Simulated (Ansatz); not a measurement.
Calculated with Ansatz (gas phase, PBE0-D4/def2-TZVP geometries, no zero-point term in ΔE). CCSD(T)/CBS is the MP2 limit (def2-TZVPP, def2-QZVPP) plus CCSD(T) − MP2 in def2-TZVPP, frozen cores. Functionals use def2-TZVPP. HSE06 is defined as in plane-wave codes. Elements past krypton have def2 core potentials. For Sn outer-core shells are correlated without core-valence functions, which leaves a few kJ/mol of doubt a bond. Each species was taken in one conformer, which may not be the lowest.

Reaction (isomerisation): `[CH3][Sn][OH]` → `[CH2]1[O][SnH2]1`

(1) Is it downhill or uphill in electronic energy at CCSD(T)/CBS, and by how much? (Best estimate.)

(2) What do these levels give: r2SCANh-D4, r2SCAN0-D4, BHLYP-D4, ωB97X-V, PBE-QIDH, BLYP, r2SCAN, r2SCAN0, HSE06, BHLYP, LC-ωPBE, CCSD(T)/def2-SVP? (Best estimate.)

Largest T1 diagnostic among the species: 0.019.

Results:

(1) The calculation gave: Uphill: ΔE = +252.0 kJ/mol.

(2) Computed: r2SCANh-D4 234.3, r2SCAN0-D4 242.3, BHLYP-D4 264.1, ωB97X-V 252.9, PBE-QIDH 248.8, BLYP 237.0, r2SCAN 228.7, r2SCAN0 242.1, HSE06 239.0, BHLYP 262.8, LC-ωPBE 256.8, CCSD(T)/def2-SVP 224.5 kJ/mol.

Leaving LDA and LC-ωPBE aside and taking each functional with its dispersion term where it has one, the values, not all of them listed here, spread over 39.7 kJ/mol, from B97M-V to BHLYP-D4. LDA lies −12.5 kJ/mol from PBE without D4. From PBE to PBE0 (25 % exact exchange), in def2-TZVPP and without D4, ΔE moves by +13.4 kJ/mol.
